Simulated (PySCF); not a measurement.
Isomers of C8H11Cl, mass 142.055 u with the commonest isotopes. Method: PBE0/pcSseg-1 in PySCF (dipole) on a GFN2-xTB geometry, gas phase. One conformer each, none proved a minimum here; rigid rotors.

Task: Order these by out-of-plane moment Σ m c² = (Ia + Ib − Ic)/2, smallest first.
A. `[CH3:1][C:2]1=[CH:3][CH2:4][CH2:5]/[C:6](=[CH:7]/[Cl:8])[CH2:9]1` with C2–C3–C4–C5 21°, C3–C4–C5–C6 -49°, C4–C5–C6–C7 -117°, C5–C6–C9–C2 -40°
B. `[CH3:1][C:2]1=[CH:3]/[C:4](=[CH:5]/[Cl:6])[CH2:7][CH2:8][CH2:9]1` with C2–C3–C4–C5 178°, C3–C4–C7–C8 33°, C4–C7–C8–C9 -58°, C7–C8–C9–C2 53°
C. `[CH2:1]=[CH:2][C:3](=[CH2:4])[C:5](=[CH2:6])[CH2:7][CH2:8][Cl:9]` with C1–C2–C3–C4 175°, C2–C3–C5–C6 -65°, C3–C5–C7–C8 -70°, C5–C7–C8–Cl9 178°
D. `C1C[C@@H]2C[C@H]1/C(C2)=C/Cl`

Result: B (10.41 u·Å²), A (26.62 u·Å²), D (64.48 u·Å²), C (114.66 u·Å²).

Task: Order these by rotational constant A, largest first.
A. `[CH3:1][C:2]1=[CH:3][CH2:4][CH2:5]/[C:6](=[CH:7]/[Cl:8])[CH2:9]1` with C2–C3–C4–C5 21°, C3–C4–C5–C6 -49°, C4–C5–C6–C7 -117°, C5–C6–C9–C2 -40°
B. `[CH3:1][C:2]1=[CH:3]/[C:4](=[CH:5]/[Cl:6])[CH2:7][CH2:8][CH2:9]1` with C2–C3–C4–C5 178°, C3–C4–C7–C8 33°, C4–C7–C8–C9 -58°, C7–C8–C9–C2 53°
C. `[CH2:1]=[CH:2][C:3](=[CH2:4])[C:5](=[CH2:6])[CH2:7][CH2:8][Cl:9]` with C1–C2–C3–C4 175°, C2–C3–C5–C6 -65°, C3–C5–C7–C8 -70°, C5–C7–C8–Cl9 178°

Result: B (3204 MHz), A (2160 MHz), C (2059 MHz).

Task: Order these by rotational constant C, largest first.
A. `[CH2:1]=[CH:2][C:3](=[CH2:4])[C:5](=[CH2:6])[CH2:7][CH2:8][Cl:9]` with C1–C2–C3–C4 175°, C2–C3–C5–C6 -65°, C3–C5–C7–C8 -70°, C5–C7–C8–Cl9 178°
B. `[CH3:1][C:2]1=[CH:3]/[C:4](=[CH:5]/[Cl:6])[CH2:7][CH2:8][CH2:9]1` with C2–C3–C4–C5 178°, C3–C4–C7–C8 33°, C4–C7–C8–C9 -58°, C7–C8–C9–C2 53°
C. `Cl/C=C1\C[C@@H]2CC[C@H]1C2`
D. `[CH3:1][C:2]1=[CH:3][CH2:4][CH2:5]/[C:6](=[CH:7]/[Cl:8])[CH2:9]1` with C2–C3–C4–C5 21°, C3–C4–C5–C6 -49°, C4–C5–C6–C7 -117°, C5–C6–C9–C2 -40°

Result: C (803.0 MHz), A (693.9 MHz), D (677.4 MHz), B (603.9 MHz).

```json
{"SMILES": "C=CC(=C)C(=C)CCCl", "point group": "C1", "Ia (u·Å²)": "245.39", "Ib (u·Å²)": "712.24", "Ic (u·Å²)": "728.30", "κ": "-0.98", "μa (D)": "2.10", "μb (D)": "0.02", "μc (D)": "0.34"}
{"SMILES": "CC1=C/C(=C/Cl)CCC1", "point group": "C1", "Ia (u·Å²)": "157.73", "Ib (u·Å²)": "699.89", "Ic (u·Å²)": "836.81", "κ": "-0.91", "μa (D)": "2.42", "μb (D)": "0.09", "μc (D)": "0.05"}
{"SMILES": "Cl/C=C1\\C[C@@H]2CC[C@H]1C2", "point group": "C1", "Ia (u·Å²)": "156.74", "Ib (u·Å²)": "601.58", "Ic (u·Å²)": "629.35", "κ": "-0.97", "μa (D)": "2.22", "μb (D)": "0.40", "μc (D)": "0.26"}
{"SMILES": "CC1=CCC/C(=C/Cl)C1", "point group": "C1", "Ia (u·Å²)": "233.92", "Ib (u·Å²)": "565.41", "Ic (u·Å²)": "746.09", "κ": "-0.71", "μa (D)": "1.67", "μb (D)": "0.82", "μc (D)": "0.37"}
```
